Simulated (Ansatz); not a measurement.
(BE)3 ring: PBE-D4/def2-TZVP single points in Ansatz on relaxed structures, gas phase. Binding counts from free atoms in the multiplicity of their measured ground term, without zero-point energy. The structures are stationary points that may keep the symmetry of their start.

(1) Estimate the order by HOMO (eV), lowest first.
A. (ClBS)3 ring (B3S3Cl3) (singlet)
B. (MeBPH)3 ring (C3H12B3P3) (singlet)
C. (HBAsH)3 ring (B3As3H6) (singlet)

(1) A (-7.41), C (-6.21), B (-5.79).

In full:

| species | atoms | state | geometry | HOMO (eV) | LUMO (eV) | gap (eV) | binding per atom (eV) | point group (within 0.1 Å) |
| --- | --- | --- | --- | --- | --- | --- | --- | --- |
| (ClBS)3 ring (B3S3Cl3) | 9 | singlet | PBE-D4/def2-SVP | -7.41 | -3.11 | 4.30 | 4.38 | D3h |
| (HBAsH)3 ring (B3As3H6) | 12 | singlet | PBE-D4/def2-SVP | -6.21 | -3.35 | 2.87 | 3.22 | Cs |
| (MeBPH)3 ring (C3H12B3P3) | 21 | singlet | PBE-D4/def2-SVP | -5.79 | -4.25 | 1.55 | 3.89 | C3v |

The gap (eV) runs from 1.55 ((MeBPH)3 ring) to 4.30 ((ClBS)3 ring).
